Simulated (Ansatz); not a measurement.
A geometry relaxed with PBE0-D3(BJ)/def2-TZVP run with Ansatz (a quantum-chemistry and plane-wave program), charge 0, multiplicity 1:

```xyz
12

Si     0.8016     1.1854    -0.6457
H     -2.5963    -0.5649     1.2904
H      3.1334    -0.0663     1.1429
C     -2.0415    -0.6689     0.3544
H     -2.7385    -1.0087    -0.4152
Si     2.2806    -0.4715    -0.0075
H     -1.2723    -1.4303     0.4917
H      1.3016     2.5506    -0.9424
H      3.1793    -0.8639    -1.1271
H     -2.2522     2.0332    -0.4037
Si    -1.2647     0.9602    -0.1240
H      1.4690    -1.6550     0.3862
```

**Question.** Write the SMILES of this molecule.

**Answer.** `C/[SiH]=[SiH]\[SiH3]`
